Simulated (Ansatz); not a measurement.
Start from `C[Se][Ti]([OH])([F])[F]` and change one atom or group to get `[OH][Ti]([F])([F])[F]`.

Ansatz, PBE0-D4/def2-TZVP geometries, multiplicity 1. Each molecule was computed in one conformer, which needn't be the lowest.

Scalar relativity is left out up to krypton. Spin–orbit coupling is left out; it splits and shifts lone-pair levels of the heavy atoms by tenths of an eV.

```tsv
property	`C[Se][Ti]([OH])([F])[F]`
LUMO energy (ωB97M-V/def2-TZVPP) / eV	-0.13
HOMO energy (ωB97M-V/def2-TZVPP) / eV	-9.08
HOMO–LUMO gap (B3LYP/def2-TZVPP) / eV	4.20
HOMO–LUMO gap (PBE0/def2-TZVPP) / eV	4.68
HOMO–LUMO gap (ωB97M-V/def2-TZVPP) / eV	8.95
LUMO energy (PBE0/def2-TZVPP) / eV	-2.32
```

(1) Give the same properties after the change, and the shifts. (Estimate.)

## Answers

(1) The calculation gave: 
| property | `[OH][Ti]([F])([F])[F]` | shift |
| --- | --- | --- |
| LUMO energy (ωB97M-V/def2-TZVPP) / eV | -0.20 | -0.07 |
| HOMO energy (ωB97M-V/def2-TZVPP) / eV | -13.06 | -3.98 |
| HOMO–LUMO gap (B3LYP/def2-TZVPP) / eV | 7.43 | 3.23 |
| HOMO–LUMO gap (PBE0/def2-TZVPP) / eV | 8.04 | 3.36 |
| HOMO–LUMO gap (ωB97M-V/def2-TZVPP) / eV | 12.86 | 3.91 |
| LUMO energy (PBE0/def2-TZVPP) / eV | -2.55 | -0.23 |

With PBE0 the HOMO falls by 3.59 eV and the LUMO falls by 0.23 eV, so the gap widens by about 3.36 eV. PBE moves the HOMO by -2.91 eV and ωB97M-V by -3.98 eV.

B3LYP here is the variant with VWN-RPA as its local correlation; programs differ in this.
